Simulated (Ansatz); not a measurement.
The same molecule with X = F, Cl, Br, I. Ansatz, PBE0-D4/def2-TZVP geometries, multiplicity 1. Each molecule was computed in one conformer, which needn't be the lowest.

Elements past krypton have def2 core potentials. Scalar relativity is left out up to krypton.

```tsv
X	molecule	mean X–Si bond length / Å	HOMO energy (PBE0/def2-TZVPP) / eV	LUMO energy (B3LYP/def2-TZVPP) / eV	HOMO–LUMO gap (PBE0/def2-TZVPP) / eV
F	`F[SiH2]C[SiH3]`	1.604	-8.90	-0.02	9.10
Cl	`[SiH3]C[SiH2]Cl`	2.062	-8.68	-0.21	8.65
I	`[SiH3]C[SiH2]I`	2.450	-7.60	-0.87	6.92
```

(1) Give the row for X = Br, `[SiH3]C[SiH2]Br`. (An estimate is asked.)

## Answers

(1) Computed: 
```json
{"X": "Br", "molecule": "`[SiH3]C[SiH2]Br`", "mean X–Si bond length / Å": "2.229", "HOMO energy (PBE0/def2-TZVPP) / eV": "-8.28", "LUMO energy (B3LYP/def2-TZVPP) / eV": "-0.46", "HOMO–LUMO gap (PBE0/def2-TZVPP) / eV": "8.00"}
```

From F to I the mean X–Si bond length rises at each step, by 0.846 Å in all; the HOMO energy (PBE0/def2-TZVPP) rises at each step, by 1.30 eV in all; the LUMO energy (B3LYP/def2-TZVPP) falls at each step, by 0.85 eV in all; the HOMO–LUMO gap (PBE0/def2-TZVPP) falls at each step, by 2.18 eV in all. Bonds lengthen as the atom grows down the group.

B3LYP here is the variant with VWN-RPA as its local correlation; programs differ in this.

Spin–orbit coupling is left out; it splits and shifts lone-pair levels of the heavy atoms by tenths of an eV.
